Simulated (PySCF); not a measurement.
## Correlation energy of Ag²⁺ (silver, charge +2)

[Kr] 4d8 5p1, one real determinant (an excited configuration). Calculation: PySCF 2.14, in x2c-QZVPPall with one added diffuse shell each of s, p, d, f, g type (14s9p8d5f3g, 143 functions); the spin-free X2C one-electron Hamiltonian (Gaussian nucleus). Frozen: [Ar] 3d10; 17 electrons correlated.

MP2 pair energies summed by pair of shells (mhartree):

```
 pair   energy  share (%)
4d-4d  -220.64       39.7
4p-4d  -181.51       32.6
4p-4p   -52.81        9.5
4s-4d   -34.19        6.1
4d-5p   -28.70        5.2
4s-4p   -27.68        5.0
4p-5p    -5.69        1.0
4s-4s    -4.65        0.8
4s-5p    -0.53        0.1
```

Total MP2 correlation energy: -556.40 mhartree.

Same-spin part -177.47 and opposite-spin part -378.93 mhartree; SCS-MP2 scales them by 1/3 and 6/5 to -513.87 mhartree.

The reference is one real determinant that mixes LS terms of this configuration.

This basis was not built for core-valence correlation, so the inner-shell part is incomplete.
